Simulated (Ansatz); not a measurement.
Basis-set extrapolation for CH₆OSSi₂, SMILES `OC1([SiH3])[SiH2]S1` (PBE0-D4/def2-TZVP geometry, frozen core, the Gaussian-basis code of Ansatz). Multiplicity 1, RHF reference.

```
                       def2-TZVPP    def2-QZVPP
                 HF  -1091.674715  -1091.709155
    MP2 correlation     -0.828177     -0.892943
CCSD(T) correlation     -0.918861       not run
```

Energies in hartree. Use E(X) = E(∞) + A·exp(−7.88·√X) for Hartree–Fock and E(X) = E(∞) + B·X^(−2.97) for correlation, with X = 3 and 4, and add CCSD(T) minus MP2 of the smaller set to the MP2 limit.

Question: What is the CCSD(T) energy at the basis-set limit?

Answer: HF limit: -1091.709155 + (-0.034440) × 0.13774 = -1091.71390. MP2 limit: -0.892943 + (-0.064766) × 0.74074 = -0.94092. Higher-order term: -0.918861 − (-0.828177) = -0.09068. Total: -1092.74550 hartree, 95.3 kcal/mol below CCSD(T)/def2-TZVPP.
